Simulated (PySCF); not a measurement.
**Correlation energy of Si (silicon, neutral)**

[Ne] 3s1 3p2 4s1, high-spin 5P determinant (an excited configuration). All numbers are calculated (PySCF 2.14, scalar relativity by spin-free X2C-1e, in aug-cc-pCVTZ-DK with one added diffuse shell each of s, p, d, f type (9s8p6d4f, 91 functions)). Frozen: 1s2; 12 electrons correlated.

MP2 pair energies summed by pair of shells (mhartree):

```tsv
pair	energy	share (%)
2p-2p	-186.89	63.4
2s-2p	-59.57	20.2
2p-3p	-12.04	4.1
2s-2s	-9.74	3.3
2p-3s	-7.99	2.7
3p-3p	-6.13	2.1
3p-4s	-4.19	1.4
3s-3p	-3.87	1.3
2s-3p	-1.88	0.6
2s-3s	-1.09	0.4
3s-4s	-0.79	0.3
2p-4s	-0.75	0.3
2s-4s	-0.09	0.0
```

Total MP2 correlation energy: -295.01 mhartree.

Same-spin part -90.28 and opposite-spin part -204.73 mhartree; SCS-MP2 scales them by 1/3 and 6/5 to -275.77 mhartree.
